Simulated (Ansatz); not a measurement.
Computed with Ansatz on PBE0-D4/def2-TZVP structures; ΔE is electronic, products minus reactants. CCSD(T)/CBS is the MP2 limit (def2-TZVPP, def2-QZVPP) plus CCSD(T) − MP2 in def2-TZVPP, frozen cores. This one scheme is used for every species. Functionals use def2-TZVPP. B3LYP here is the variant with VWN-RPA as its local correlation; programs differ in this. One conformer a species, not always the lowest.

`CN([SiH3])[SiH3]` + `O[Si](O)(F)Cl` → `O[Si](F)(Cl)O[SiH3]` + `CN[SiH3]`  (ligand exchange at the Si–N bond)

```json
{"level": "r2SCAN-D4", "ΔE (kcal/mol)": "-11.6", "difference from CCSD(T)/CBS": "0.0"}
{"level": "PBE0-D4", "ΔE (kcal/mol)": "-10.8", "difference from CCSD(T)/CBS": "0.8"}
{"level": "B3LYP-D4", "ΔE (kcal/mol)": "-12.5", "difference from CCSD(T)/CBS": "-0.9"}
{"level": "ωB97M-V", "ΔE (kcal/mol)": "-11.5", "difference from CCSD(T)/CBS": "0.1"}
{"level": "B2PLYP", "ΔE (kcal/mol)": "-12.7", "difference from CCSD(T)/CBS": "-1.1"}
{"level": "PBE", "ΔE (kcal/mol)": "-10.6", "difference from CCSD(T)/CBS": "1.0"}
{"level": "PBE0", "ΔE (kcal/mol)": "-11.3", "difference from CCSD(T)/CBS": "0.3"}
{"level": "B3LYP", "ΔE (kcal/mol)": "-13.5", "difference from CCSD(T)/CBS": "-1.9"}
{"level": "HF/def2-TZVPP", "ΔE (kcal/mol)": "-16.4", "difference from CCSD(T)/CBS": "-4.8"}
{"level": "MP2/def2-TZVPP", "ΔE (kcal/mol)": "-11.0", "difference from CCSD(T)/CBS": "0.6"}
{"level": "SCS-MP2/def2-TZVPP", "ΔE (kcal/mol)": "-12.1", "difference from CCSD(T)/CBS": "-0.5"}
{"level": "CCSD/def2-TZVPP", "ΔE (kcal/mol)": "-12.2", "difference from CCSD(T)/CBS": "-0.6"}
{"level": "HF/def2-QZVPP", "ΔE (kcal/mol)": "-16.8", "difference from CCSD(T)/CBS": "-5.2"}
{"level": "MP2/def2-QZVPP", "ΔE (kcal/mol)": "-11.2", "difference from CCSD(T)/CBS": "0.4"}
{"level": "HF/CBS(def2)", "ΔE (kcal/mol)": "-16.8", "difference from CCSD(T)/CBS": "-5.2"}
{"level": "CCSD/CBS(def2)", "ΔE (kcal/mol)": "-12.4", "difference from CCSD(T)/CBS": "-0.8"}
{"level": "CCSD(T)/CBS", "ΔE (kcal/mol)": "-11.6", "difference from CCSD(T)/CBS": "0"}
```

Largest T1 diagnostic among the species: 0.011.

In def2-TZVPP, CCSD(T) changes the Hartree–Fock value by +5.0 kcal/mol (the triples alone add +0.8 kcal/mol) and MP2 by +5.5 kcal/mol. The D4 term adds +1.0 kcal/mol with B3LYP and +0.5 kcal/mol with PBE0; it sums over pairs of atoms, weighted by their polarisabilities, and B3LYP, whose exchange is more repulsive, gets the larger term.
